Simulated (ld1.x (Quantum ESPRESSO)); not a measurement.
Li: TM pseudisation with PBE, non-relativistic reference atom.

The input file (ld1.x (Quantum ESPRESSO) 7.5):

```
&input
   title='Li', zed=3., rel=0, dft='PBE', iswitch=3,
   config='[He] 2s0.5 2p0 3d-2',
   nld=3, rlderiv=4.60, eminld=-2.0, emaxld=5.0, deld=0.02
 /
 &inputp
   pseudotype=2, tm=.true., lloc=-1, rcloc=3.85,
   nlcc=.true., rcore=1.50,
   file_pseudopw='Li.UPF', file_wfcaegen='ae.wfc', file_wfcncgen='nc.wfc', file_beta='beta', file_chi='chi'
 /
3
2S  1  0   0.50   0.00  2.15  2.15  0.0
2P  2  1   0.00   0.00  4.20  4.20  0.0
3D  3  2  -2.00   0.20  4.25  4.25  0.0
 &test
   configts(1)='2s0.5 2p0'
 /
```

Command:

```bash
ld1.x < Li.in > Li.out
```

Output (shortened: banner, matrices, multipoles, cross overlaps and the repeated all-electron block are left out):

```
Program LD1 v.7.5
     --------------------------- All-electron run ----------------------------

     Li

     atomic number is  3.00
     dft =PBE   lsd =0 sic =0 latt =0  beta=0.20 tr2=1.0E-14
     Exchange-correlation= PBE
                           (   1   4   3   4   0   0   0)
     mesh =1017 r(mesh) =  99.62247 a.u. xmin = -7.00 dx = 0.01250
     1 Ry =  13.60569312 eV

     n l     nl                  e(Ry)          e(Ha)          e(eV)
     1 0     1S 1( 2.00)        -4.0978        -2.0489       -55.7540
     2 0     2S 1( 0.50)        -0.3927        -0.1963        -5.3426
     2 1     2P 1( 0.00)        -0.2458        -0.1229        -3.3447

     final scf error:  3.5E-15 reached in  21 iterations

     Etot =     -14.752332 Ry,      -7.376166 Ha,    -200.715703 eV

     Ekin =      14.663298 Ry,       7.331649 Ha,     199.504334 eV
     Encl =     -33.287988 Ry,     -16.643994 Ha,    -452.906152 eV
     Eh   =       7.316667 Ry,       3.658333 Ha,      99.548320 eV
     Exc  =      -3.444309 Ry,      -1.722154 Ha,     -46.862205 eV

     normalization and overlap integrals

     s(1S/1S) =  1.000000  <r> =   0.5812  <r2> =    0.4643  r(max) =   0.3593
     s(2S/2S) =  1.000000  <r> =   3.5381  <r2> =   14.7782  r(max) =   2.8976
     s(2P/2P) =  1.000000  <r> =   4.0654  <r2> =   20.0844  r(max) =   3.2426

     ------------------------ End of All-electron run ------------------------

     --------------------- Generating NC pseudopotential ---------------------

      Generating local potential from pseudized AE potential:
      Matching radius rcloc =   3.8500

      Local pseudo, rcloc= 3.863 Estimated cut-off energy=     4.19 Ry

      Computing core charge for nlcc:

       r > 1.51 : true rho core
       r < 1.51 : rho core = a sin(br)/r    a=   0.23  b=   1.79

      Integrated core pseudo-charge :   0.25

      Wfc   2S  rcut= 2.174  Using Troullier-Martins method

      Wfc   2P  rcut= 4.164  Using Troullier-Martins method

      Wfc   3D  rcut= 4.269  Using Troullier-Martins method

     ------------------- End of pseudopotential generation -------------------

     Computing logarithmic derivative in   4.57294
     Computing logarithmic derivative in   4.57294
     Computing the partial wave expansion
     R is outside the sphere for l=    0 j= 0.00
     R is outside the sphere for l=    1 j= 0.00
     R is outside the sphere for l=    2 j= 0.00

     ---------------------- Testing the pseudopotential ----------------------

     Li

     atomic number is  3.00   valence charge is  1.00
     dft =PBE   lsd =0 sic =0 latt =0  beta=0.20 tr2=1.0E-14
     mesh =1017 r(mesh) =  99.62247 xmin = -7.00 dx = 0.01250

     n l     nl             e AE (Ry)        e PS (Ry)    De AE-PS (Ry)
     1 0     2S   1( 0.50)       -0.39268       -0.39268       -0.00000
     2 1     2P   1( 0.00)       -0.24583       -0.24583       -0.00000

     eps = 3.7E-17  iter =  3

     Etot =     -14.752332 Ry,      -7.376166 Ha,    -200.715703 eV
     Etotps =    -0.353627 Ry,      -0.176814 Ha,      -4.811345 eV

     Ekin =       0.085792 Ry,       0.042896 Ha,       1.167254 eV
     Encl =      -0.058790 Ry,      -0.029395 Ha,      -0.799885 eV
     Ehrt =       0.063801 Ry,       0.031900 Ha,       0.868056 eV
     Ecxc =      -0.223578 Ry,      -0.111789 Ha,      -3.041928 eV
     (Ecc =      -0.115360 Ry,      -0.057680 Ha,      -1.569547 eV)
     Epseu=      -0.220852 Ry,      -0.110426 Ha,      -3.004841 eV

     ---------------------- End of pseudopotential test ----------------------
```

Generation and configuration tests took about 0.43 s on one core of a shared server CPU.

Transferability test of the new file with ld1.x, input:

```
&input
   title='Li', zed=3., rel=0, dft='PBE', iswitch=2,
   config='[He] 2s0.5 2p0 3d-2'
 /
 &test
   file_pseudo='Li.UPF', nconf=3,
   configts(1)='2s0.5 2p0',
   configts(2)='2s1 2p0',
   configts(3)='2s0 2p1'
 /
```

```bash
ld1.x < Li.test.in > Li.test.out
```

Pseudopotential blocks of its output, shortened (energy terms left out):

```
     ---------------------- Testing the pseudopotential ----------------------

     n l     nl             e AE (Ry)        e PS (Ry)    De AE-PS (Ry)
     1 0     2S   1( 0.50)       -0.39268       -0.39268        0.00000
     2 1     2P   1( 0.00)       -0.24583       -0.24583        0.00000

     eps = 4.9E-17  iter =  1

     Etot =     -14.752332 Ry,      -7.376166 Ha,    -200.715703 eV
     Etotps =    -0.353627 Ry,      -0.176814 Ha,      -4.811345 eV

     ---------------------- End of pseudopotential test ----------------------

          ---------------------- Testing the pseudopotential ----------------------

     n l     nl             e AE (Ry)        e PS (Ry)    De AE-PS (Ry)
     1 0     2S   1( 1.00)       -0.21124       -0.21122       -0.00002
     2 1     2P   1( 0.00)       -0.08013       -0.08038        0.00025

     eps = 5.3E-15  iter = 11

     Etot =     -14.902896 Ry,      -7.451448 Ha,    -202.764226 eV
     Etotps =    -0.504224 Ry,      -0.252112 Ha,      -6.860313 eV
     dEtot_ae =      -0.150564 Ry
     dEtot_ps =      -0.150596 Ry,   Delta E=       0.000033 Ry

     ---------------------- End of pseudopotential test ----------------------

          ---------------------- Testing the pseudopotential ----------------------

     n l     nl             e AE (Ry)        e PS (Ry)    De AE-PS (Ry)
     1 0     2S   1( 0.00)       -0.24597       -0.24648        0.00052
     2 1     2P   1( 1.00)       -0.11492       -0.11487       -0.00005

     eps = 5.1E-15  iter = 10

     Etot =     -14.771576 Ry,      -7.385788 Ha,    -200.977529 eV
     Etotps =    -0.372787 Ry,      -0.186394 Ha,      -5.072030 eV
     dEtot_ae =      -0.019244 Ry
     dEtot_ps =      -0.019160 Ry,   Delta E=      -0.000084 Ry

     ---------------------- End of pseudopotential test ----------------------
```
